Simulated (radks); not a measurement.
The mean radii <r> (bohr) of the occupied orbitals of an atom or ion are listed with their occupations. Method: Dirac Kohn-Sham, PBE, spin-unpolarised, spherical densities, point nucleus; computed with a radial shooting solver on a logarithmic mesh with Libxc functionals.

| orbital | occ. | <r> |
|---|---|---|
| 1s1/2 | 2 | 0.01898 |
| 2s1/2 | 2 | 0.07976 |
| 2p1/2 | 2 | 0.06612 |
| 2p3/2 | 4 | 0.07385 |
| 3s1/2 | 2 | 0.2081 |
| 3p1/2 | 2 | 0.1981 |
| 3p3/2 | 4 | 0.2125 |
| 3d3/2 | 4 | 0.1863 |
| 3d5/2 | 6 | 0.1908 |
| 4s1/2 | 2 | 0.4681 |
| 4p1/2 | 2 | 0.4746 |
| 4p3/2 | 4 | 0.5075 |
| 4d3/2 | 4 | 0.5285 |
| 4d5/2 | 6 | 0.5400 |
| 5s1/2 | 2 | 1.136 |
| 5p1/2 | 2 | 1.266 |
| 5p3/2 | 4 | 1.375 |
| 4f5/2 | 6 | 0.6706 |
| 4f7/2 | 8 | 0.6834 |
| 6s1/2 | 1 | 3.381 |
| 5d3/2 | 0.8 | 2.340 |
| 5d5/2 | 1.2 | 2.453 |
| 6p1/2 | 0.333333 | 4.555 |
| 6p3/2 | 0.666667 | 4.996 |

Name the element and its charge. Open shells, if any, are shared by 2j + 1.

Answer. Z = 72, hafnium, charge 0: Hf in [Xe] 4f14 5d2 6s1 6p1. The 1s radius gives Z: for a bare nucleus <r> = (2 gamma + 1)/(2Z) with gamma = sqrt(1 - (Z/c)^2), 0.01876 bohr for Z = 72, and screening makes it slightly larger (0.01898 here). The occupations add up to 72, and the charge is Z minus that.
